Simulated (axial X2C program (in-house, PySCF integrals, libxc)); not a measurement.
**What spin–orbit coupling does to MgGe**

Computed with an axial X2C code built on PySCF integrals. Spin-free means the one-electron spin-free X2C Hamiltonian; two-component (2c) means X2C with spin–orbit coupling and atomic mean-field two-electron Coulomb and Gaunt terms, so the difference of the two also holds small scalar two-electron terms. Basis: Ge dyall-cv3z [9s9p7d4f1g], Mg dyall-cv3z [9s8p6d3f] (cores contracted in-house); Gaussian nuclei, density fitting, unrestricted open shells. Masses: Ge 73.921 u, Mg 23.985 u.

Spin-free state: M_S = 1, Λ = 0 (beyond evenly filled blocks: π+α, π-α); fragments Ge + Mg.

```csv
level,Re (Å),ωe (cm⁻¹),De (eV),μ (D)
PBE0,2.581,254.1,1.071,3.21
HF,2.640,241.6,0.656,3.13
CCSD,2.620,242.5,0.733,n/a
CCSD(T),2.615,247.7,0.844,n/a
BP86,2.580,253.3,1.138,3.11
```

Correlated methods: 6 electrons correlated (number of frozen shells: Ge 3 s, 2 p, 1 d; Mg 2 s, 1 p), 280 virtual spin orbitals or spinors in MP2, 85 natural virtuals in coupled cluster.

Dipoles are positive if Mg is the positive end.

Two-component determinant lowest at the distance of the search:

Ω = 1 (⟨Sz⟩ = 0.99, ⟨Lz⟩ = 0.01 at HF); fragments Ge + Mg.

```json
{"level": "PBE0", "Re (Å)": "2.582", "ωe (cm⁻¹)": "253.5", "μ (D)": "3.20"}
{"level": "HF", "Re (Å)": "2.642", "ωe (cm⁻¹)": "240.7", "μ (D)": "3.12"}
{"level": "CCSD", "Re (Å)": "2.622", "ωe (cm⁻¹)": "241.8", "μ (D)": "n/a"}
{"level": "CCSD(T)", "Re (Å)": "2.616", "ωe (cm⁻¹)": "247.2", "μ (D)": "n/a"}
{"level": "BP86", "Re (Å)": "2.582", "ωe (cm⁻¹)": "252.7", "μ (D)": "3.10"}
```

Question: From the two tables, how do the constants change at the CCSD(T) level (2c against spin-free)?

Answer: At the CCSD(T) level Re rises by 0.001 Å and ωe drops by 0.5 cm⁻¹.

One determinant describes the state; a PBE0 search over occupations chose it and may have missed a lower one. De is counted from the lowest determinant-based energies of the atoms at the same level, without counterpoise correction. De is not given where an atomic determinant may have missed its ground term or J level, or where the truncated virtual space spoils (T). Density functionals use the spin component along the axis (collinear). CCSD and (T) use frozen natural virtuals with an MP2 correction for the truncation; (T) itself is uncorrected, so its De runs slightly low. PBE0 can misorder states that lie within some tenths of an eV, so this need not be the ground state of the molecule. The nearest other spin-free determinant of the search, M_S = 0, Λ = 2, lies 0.78 eV up at the distance of the search. Without a current term, density functionals place determinants with orbital angular momentum somewhat too high. With several unpaired electrons one determinant need not be a pure state. Open-shell Ω = 0 determinants with evenly filled partner blocks cannot be reached by this program, so the Ω shown need not be the lowest component. This is the Ω = 1 component of a π² triplet; the 0⁺ component is not one determinant and can lie lowest. The determinant is spin-polarised beyond a pure state at some levels (its spin-free form has ⟨S²⟩ too high), which makes Re and μ there less reliable. The T1 diagnostic is large, a sign of multireference character. With the outer-core shells frozen, correlated bond lengths of heavy atoms tend to come out a few hundredths of an ångström too long.
